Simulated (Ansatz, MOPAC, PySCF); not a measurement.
Isomers of C2H4Cl2: 1 is ClCCCl, 2 is CC(Cl)Cl; one conformer of each (the lowest of an xTB search), B3LYP-D3(BJ)/def2-TZVP minima.
Isomer 1 (charge 0, multiplicity 1):
```xyz
8

Cl    -1.8053     0.9198     0.7834
C     -0.7151    -0.2282    -0.0823
C      0.7151     0.2282     0.0823
Cl     1.8053    -0.9198    -0.7834
H     -0.8734    -1.2117     0.3507
H     -1.0158    -0.2334    -1.1260
H      0.8734     1.2117    -0.3507
H      1.0158     0.2333     1.1260
```
Isomer 2 (charge 0, multiplicity 1):
```xyz
8

C     -0.821    -0.122    -0.050
C      0.658     0.072     0.172
Cl     1.152     1.752    -0.230
Cl     1.611    -1.107    -0.793
H     -1.073     0.044    -1.096
H     -1.102    -1.138     0.227
H     -1.378     0.584     0.566
H      0.953    -0.084     1.204
```

No zero-point or thermal terms.

Rows in 3-21G carry no dispersion term and start afresh at each structure. The state that AM1 reach isn't checked.

Programs: Ansatz (a quantum-chemistry and plane-wave program); MOPAC for AM1 (differences of heats of formation); PySCF for 3-21G rows, the dispersion terms. Values without a source in brackets are computed.

Question: One of these levels gives 0.50 kcal/mol for the electronic energy of isomer 2 less that of isomer 1. Which one is it?
A. revPBE/def2-TZVPP
B. PBE-D4/def2-TZVPP
C. HF/3-21G
D. AM1

Answer: A, revPBE/def2-TZVPP. The others give 2.21 (AM1), 4.12 (HF/3-21G), -0.21 (PBE-D4/def2-TZVPP)
